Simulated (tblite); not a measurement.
Question: Write a Z-matrix for `C[C]1C[Si@H](N[SiH3])O1` [radical] as optimised with GFN2-xTB. (Doublet state.)

Answer: 
Z-matrix in Å and degrees, rows numbered from 1:
```
C 
C   1  1.4787
C   2  1.4976  1  127.02
Si  3  1.9172  2   82.81  1   137.44
N   4  1.7169  3  120.83  2   112.96
Si  5  1.7397  4  127.67  3   -57.98
O   2  1.4069  1  117.93  3   136.01
H   1  1.0880  2  109.74  3  -179.07
H   1  1.0889  2  110.03  3    60.43
H   1  1.0993  2  111.87  3   -59.53
H   3  1.0897  2  113.44  1  -106.84
H   3  1.0899  2  114.37  1    17.70
H   4  1.4577  3  117.38  2  -106.85
H   5  1.0039  4  115.23  3   123.19
H   6  1.4636  5  109.09  4    51.46
H   6  1.4650  5  104.12  4   170.10
H   6  1.4632  5  110.65  4   -70.54
```

Si4 (silicon bonded to C, N, O and H) has angles from 78.5° to 120.8°. The 4-membered ring C2–C3–Si4–O7 has internal angles of 78.5° to 103.0° (sum 360°, against 360° for a flat polygon); it is almost planar, 0.02 Å rms from its mean plane, widest ring torsion 4°. C2 (carbon bonded to 2 C and O) is pyramidal (angles 127.0°, 117.9° and 103.0°, sum 348.0°, 0.29 Å off the plane of its three neighbours). The 2 N–Si bonds span 1.717 Å (Si4–N5, drawn single) to 1.740 Å (N5–Si6, drawn single), a spread of 0.023 Å.

Structure optimised with GFN2-xTB, isolated species. This method treats the open shell by occupation alone, without spin polarisation.

Point group: C1 (no symmetry element, even within 0.4 Å). Its GFN2-xTB frequencies are all real (lowest 21 cm⁻¹). Torsions: C3–Si4–N5–Si6 -58°.

One conformer stands for the species.

These are computed values.
